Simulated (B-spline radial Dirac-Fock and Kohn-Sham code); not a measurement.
These are calculated numbers from an atomic code on a B-spline grid; the model is multi-electron Dirac-Fock with separately optimised hole states, Breit and Lamb-shift corrections added in first order. Free neutral atoms.

Problem. Order these X-ray lines by photon energy, lowest first.
A. Sm Lℓ
B. Sn Lα1
C. Mo Lα1
D. Nb Lβ3
E. Zr Lβ4
F. Sb Lγ3

Solution. E (2190.3 eV), C (2294.5 eV), D (2337.9 eV), B (3444.7 eV), F (4598.4 eV), A (4987.6 eV).
